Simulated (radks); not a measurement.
Fe10+, configuration [Ne] 3s2 3p4.

Calculated with a radial shooting solver on a logarithmic mesh with Libxc functionals: Dirac Kohn-Sham, BLYP, spin-unpolarised, spherical densities, finite nucleus; open shells are shared between the two j in proportion to 2j + 1; Fermi nuclear charge, rms radius 3.7377 fm.

Energy parts (eV):
| part | energy |
|---|---|
| total | -33576.900 |
| kinetic | 34069.511 |
| electron-nucleus | -76108.044 |
| Hartree | 9769.134 |
| exchange-correlation | -1307.501 |

Orbitals (lengths in bohr, moments of r in powers of bohr; <r^-3> diverges for s and p1/2; r(90%) holds 90 % of the orbital's charge):
[
 {"orbital": "1s1/2", "occ.": "2", "eigenvalue (eV)": "-7262.032", "r(90%)": "0.104", "<r^-3>": "-"},
 {"orbital": "2s1/2", "occ.": "2", "eigenvalue (eV)": "-1079.808", "r(90%)": "0.411", "<r^-3>": "-"},
 {"orbital": "2p1/2", "occ.": "2", "eigenvalue (eV)": "-968.0329", "r(90%)": "0.380", "<r^-3>": "-"},
 {"orbital": "2p3/2", "occ.": "4", "eigenvalue (eV)": "-955.4504", "r(90%)": "0.385", "<r^-3>": "472.9"},
 {"orbital": "3s1/2", "occ.": "2", "eigenvalue (eV)": "-315.0196", "r(90%)": "1.06", "<r^-3>": "-"},
 {"orbital": "3p1/2", "occ.": "1.33333", "eigenvalue (eV)": "-280.6642", "r(90%)": "1.08", "<r^-3>": "-"},
 {"orbital": "3p3/2", "occ.": "2.66667", "eigenvalue (eV)": "-278.4621", "r(90%)": "1.09", "<r^-3>": "83.21"},
 {"orbital": "3d3/2", "occ.": "0", "eigenvalue (eV)": "-225.0106", "r(90%)": "1.09", "<r^-3>": "10.59"},
 {"orbital": "3d5/2", "occ.": "0", "eigenvalue (eV)": "-224.6593", "r(90%)": "1.09", "<r^-3>": "10.44"},
 {"orbital": "4s1/2", "occ.": "0", "eigenvalue (eV)": "-143.1064", "r(90%)": "2.13", "<r^-3>": "-"}
]

The highest occupied level is 3p3/2 at -278.46 eV. Summed over all electrons, <r^2> = 4.223 bohr^2, which gives a Langevin (diamagnetic) susceptibility term of -3.34 x 10^-6 cm^3/mol. The electron density at the nucleus is 1.516e+04 e/bohr^3.
